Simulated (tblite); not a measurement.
`C=Cc1cc(C#N)[nH]n1`. Computed geometry: GFN2-xTB, gas phase.

```
atom  x, y, z in Å
C1     2.7959   -0.5205    0.3172
C2     1.8156   -0.1664   -0.5035
C3     0.4323   -0.0457   -0.0959
C4    -0.6563    0.3251   -0.9121
C5    -1.7569    0.2958   -0.0721
C6    -3.1040    0.5721   -0.3324
N7    -4.2055    0.8016   -0.5564
N8    -1.2876   -0.0753    1.1517
N9     0.0138   -0.2807    1.1465
H10    2.5951   -0.7394    1.3515
H11    3.8149   -0.6008   -0.0183
H12    2.0058    0.0553   -1.5451
H13   -0.6433    0.5753   -1.9528
H14   -1.8204   -0.1969    1.9996
```

(1) Where is the centre of mass (commonest isotopes), and what is the radius of gyration?

(2) What is the repulsion energy of the bare nuclei, Σ ZA·ZB/RAB?

(3) Work out the bond lengths C2–H12, C3–N9, C4–H13, C6≡N7 in pm.

(4) How far are the heavy atoms from their best plane (unweighted least squares)?

(5) What are the angles H10–C1–H11, C4–C3–N9, C2–C3–N9, C6–C5–N8, C5–C6–N7, C3–N9–N8?

(6) Give the dihedral angles H10–C1–C2–H12, C6–C5–N8–N9, H11–C1–C2–C3, H11–C1–C2–H12, C3–C4–C5–C6.

(7) Write the matrix of distances between heavy atoms (Å, lower triangle).

Answers

(1) Mass 119.048 u; centre at (-0.642, 0.091, 0.042) Å; Rg = √(Σ m r²/M) = 2.307 Å. As Ia + Ib + Ic = 2 Σ m r², the three principal moments sum to 1267.7 u·Å².

(2) 378.74 Eh over 91 pairs, with full nuclear charges and distances in bohr; the largest single term is 19.68 Eh (N8 with N9).

(3) For C2–H12 the difference vector is (0.1902, 0.2217, -1.0416) Å, of length 1.0818 Å. C2–H12 108.2; C3–N9 133.2; C4–H13 107.0; C6≡N7 114.7 pm.

(4) 0.000 Å rms; none is more than 0.001 Å off.

(5) From the scalar product of the two bond vectors; for H10–C1–H11 it is -0.5340 Å² over 1.0761 × 1.0758 Å², cos θ = -0.4613. H10–C1–H11 117.5°; C4–C3–N9 110.1°; C2–C3–N9 123.3°; C6–C5–N8 123.5°; C5–C6–N7 179.4°; C3–N9–N8 106.7°.

(6) H10–C1–C2–H12 180° (antiperiplanar); C6–C5–N8–N9 180° (antiperiplanar); H11–C1–C2–C3 180° (antiperiplanar); H11–C1–C2–H12 0° (synperiplanar); C3–C4–C5–C6 180° (antiperiplanar). Dihedral signs follow IUPAC: positive where, seen along the central bond, the front bond turns clockwise onto the rear one.

(7) 
```
C1    0.000
C2    1.327  0.000
C3    2.446  1.447  0.000
C4    3.761  2.553  1.410  0.000
C5    4.642  3.628  2.216  1.385  0.000
C6    6.035  4.978  3.598  2.528  1.400  0.000
N7    7.178  6.099  4.737  3.599  2.547  1.147  0.000
N8    4.192  3.518  2.125  2.195  1.362  2.433  3.493  0.000
N9    2.913  2.446  1.332  2.248  2.225  3.555  4.677  1.318  0.000
```

Its GFN2-xTB frequencies are all real (lowest 66 cm⁻¹). One conformer, not necessarily the lowest.

Hardware: one thread of an Intel Xeon at 2.70 GHz (shared host). Cost: 0.21 s. These figures are those of the optimisation.
